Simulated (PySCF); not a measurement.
Phosphorus: highly charged ions in a basis for the neutral atom

P⁹⁺ [He] 2s2 2p2, P¹⁰⁺ [He] 2s2 2p1. Computed with PySCF 2.14 in cc-pVTZ-DK (5s4p2d1f, 34 functions), with scalar relativity by spin-free X2C-1e. No spin-orbit coupling, so a gap to NIST mixes the basis error with missing relativistic terms.

Changed run: basis of the neutral atom used for a highly charged ion. This setting is unsound on purpose.

```json
{"species": "P⁹⁺", "method": "UHF", "sound run (hartree)": "not run", "changed run (hartree)": "-292.18708", "converged": "yes"}
{"species": "P⁹⁺", "method": "MN15", "sound run (hartree)": "not run", "changed run (hartree)": "-292.38123", "converged": "yes"}
{"species": "P⁹⁺", "method": "PBE", "sound run (hartree)": "not run", "changed run (hartree)": "-292.23245", "converged": "yes"}
{"species": "P¹⁰⁺", "method": "UHF", "sound run (hartree)": "not run", "changed run (hartree)": "-276.54364", "converged": "yes"}
{"species": "P¹⁰⁺", "method": "MN15", "sound run (hartree)": "not run", "changed run (hartree)": "-276.73054", "converged": "yes"}
{"species": "P¹⁰⁺", "method": "PBE", "sound run (hartree)": "not run", "changed run (hartree)": "-276.57553", "converged": "yes"}
```

Ionisation energy of P⁹⁺:

| method | changed run (eV) | NIST (eV) |
| --- | --- | --- |
| UHF | 425.68 | 424.4 ± 0.09 |
| MN15 | 425.88 | 424.4 ± 0.09 |
| PBE | 426.05 | 424.4 ± 0.09 |

The contracted functions were made for the neutral atom and can be too rigid for a highly charged ion.
